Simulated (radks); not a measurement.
Q: Excited configurations of Dy: one electron is placed in a higher orbital outside [Xe] 4f10 6s1. The ground configuration is [Xe] 4f10 6s2. Method: Dirac Kohn-Sham, BLYP, spin-unpolarised, spherical densities, point nucleus; open shells are shared between the two j in proportion to 2j + 1; computed with a radial shooting solver on a logarithmic mesh with Libxc functionals. Excitation = E - E(ground); binding = E(ion) - E, where the ion is the core of charge +1; n* = 1/sqrt(2 binding) in atomic units, and the quantum defect is n - n*. Eigenvalue and <r> are those of j = l + 1/2.

outer orbital  excitation (eV)  binding (eV)     n*  quantum defect  eigenvalue (eV)  <r> (bohr)
5d                       2.643         3.553  1.957           3.043           -0.746       4.084
6p                       2.720         3.475  1.979           4.021           -1.545       5.820

Estimate the row for 7s.

A: excitation (eV) 4.122; binding (eV) 2.073; n* 2.562; quantum defect 4.438; eigenvalue (eV) -1.151; <r> (bohr) 10.05. The Delta-SCF ionisation energy is 6.195 eV (NIST Atomic Spectra Database: 5.939 eV, measured). Self-interaction in the functional shifts the binding energies and quantum defects, so they are the method's values and not measured ones. Spin polarisation and multiplet splitting are left out, so open shells lie too high by an amount that depends on their filling. Sharing an open shell by 2j + 1 raises it above the true ground level by a part of the spin-orbit splitting, which enters the differences from NIST.

Beside tabulated values, note that spin-unpolarised runs miss the spin-polarisation part of the exchange energy of open shells.
